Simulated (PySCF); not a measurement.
SiBr₂, SMILES Br[Si]Br (connectivity only; charge and spin as stated), neutral, multiplicity 1.

Coordinates come from a PBE0-D3(BJ)/def2-TZVP optimisation. The isomer is the one that the SMILES or the coordinates give; other isomers of the formula were not compared.

These are PBE0-D3(BJ)/def2-TZVP in PySCF values and carry that method's errors.

Frequencies are harmonic and unscaled.

Computed harmonic wavenumbers and intensities:
| mode | ν (cm⁻¹) | IR (km/mol) | moving atoms (share of kinetic energy) |
|---|---|---|---|
| 1 | 124 | 0.2 | Br 90 %, Si 10 % |
| 2 | 407 | 49.1 | Si 75 %, Br 25 % |
| 3 | 407 | 153.7 | Si 77 %, Br 23 % |
